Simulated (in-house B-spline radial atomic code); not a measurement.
Values are calculated unless marked as measured or tabulated.
## C6 from the polarisability at imaginary frequency: the lanthanum ion La³⁺

BHandHLYP linear response of the closed shell [Kr] 4d10 5s2 5p6, from a B-spline radial code for spherical atoms; scalar-relativistic (spin-free one-electron X2C), finite nucleus, no spin-orbit coupling; shells from n = 3 respond.

The dispersion coefficient of two like species is C6 = (3/π) ∫ α(iu)² du from 0 to ∞.

```csv
u (hartree),α(iu) (bohr³)
0,7.66
0.24,7.266
0.56,5.945
0.96,4.234
1.6,2.519
2.4,1.519
3.6,0.8801
5.6,0.4674
8,0.2707
12,0.1412
20,0.06114
40,0.01957
```

Task: Fit one oscillator, α(iu) = α(0)/(1 + u²/ω²), through u = 0.56 and estimate C6.

Result: From α(0)/α(iu) − 1 = 7.66/5.945 − 1 = 0.2885, ω = u/√0.2885 = 1.0426 hartree (28.4 eV). London's formula gives C6 = (3/4) α(0)² ω = 0.75 × 7.66² × 1.0426 = 45.88 hartree·bohr⁶, and the oscillator holds f = α(0) ω² = 8.33 electrons, of a sum of oscillator strengths of 47.6.

Task: How does that compare with the full integral?

Result: The program's quadrature over all excitations gives C6 = 48.98, so the single oscillator is off by -6.3 %. At the last point the fit gives α = 0.0052 against 0.0196: higher excitations, and deeper shells where there are any, keep the true curve higher at large u.
